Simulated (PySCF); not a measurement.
**Property card for `C=C[SiH](C)C=C`**

C5H10Si.
Z-matrix (Å and degrees, GFN2-xTB geometry), rows numbered from 1:
```
C 
C   1  1.3238
Si  2  1.8924  1  124.84
C   3  1.9018  2  110.53  1    52.36
C   3  1.8902  2  108.56  1   171.68
C   5  1.3236  3  124.00  2    54.85
H   1  1.0802  2  122.75  3   179.80
H   1  1.0783  2  121.72  3    -0.23
H   2  1.0840  1  117.98  3  -179.64
H   3  1.4760  2  109.51  1   -68.69
H   4  1.0866  3  111.40  2    58.99
H   4  1.0861  3  111.29  2   179.21
H   4  1.0856  3  111.18  2   -60.90
H   5  1.0839  3  118.04  2  -125.67
H   6  1.0801  5  122.94  3   179.64
H   6  1.0785  5  121.45  3    -0.25
```

Some functional groups and rings: C=C double bond, Si–H bond and C–Si bond.

**GFN2-xTB geometry**

```yaml
Point_group_of_the_GFN2-xTB_geometry: C1
Rotational_constants_A_B_C_of_the_GFN2-xTB_geometry: 3.658, 1.983, 1.384 GHz
```

From PBE0/pcSseg-1 ground state and GIAO shieldings, non-relativistic (PySCF):

```yaml
Dipole_moment: 0.41 D
HOMO_energy: -7.71 eV
LUMO_energy: -0.55 eV
HOMO–LUMO_gap: 7.16 eV
Lowest_Hirshfeld_atomic_charge: -0.21 e on C4
Highest_Hirshfeld_atomic_charge: +0.37 e on Si3
13C_chemical_shifts_computed_TMS_as_zero_by_class: 145.5 (C2/C5), 143.3 (C1/C6), -3.7 (C4) ppm
1H_chemical_shifts_computed_TMS_as_zero_by_class: 6.60 (H7/H15), 6.52 (H9/H14), 6.13 (H8/H16), 4.89 (H10), 0.27 (H11/H12/H13) ppm
Isotropic_shieldings_of_nuclei_other_than_C_and_H_by_class: 389 (Si3) ppm
Mayer_bond_orders_between_heavy_atoms: C1–C2 2.00, C2–Si3 0.86, Si3–C4 0.96, Si3–C5 0.87, C5–C6 2.00
```

Monoisotopic mass from the formula: 98.0552 u.

The rotational constants make it an asymmetric top with κ = (2B − A − C)/(A − C) = -0.47, nearer the prolate limit (−1). With B = h/(8π²I), that is 505.379 GHz u Å² over I, the principal moments of inertia are 138.2, 254.8 and 365.2 u Å² (most abundant isotopes). In atomic units the dipole is 0.16 e·bohr (1 au = 2.5417 D).

One conformer (not necessarily the lowest) at the GFN2-xTB geometry, without solvent or vibrations. GFN2-xTB frequencies show an imaginary mode (40i cm⁻¹), so this geometry is no minimum at that level. NMR classes are plain means over equivalent atoms (diastereotopic ones count apart unless rotation or inversion swaps them), as if these changed places fast; in this geometry the members of some classes differ.

For the NMR shielding job (PBE0/pcSseg-1), hardware: one thread, Arm Neoverse V1 (aarch64), on a shared host. Cost: 26 s, 0.73 GiB resident at most.
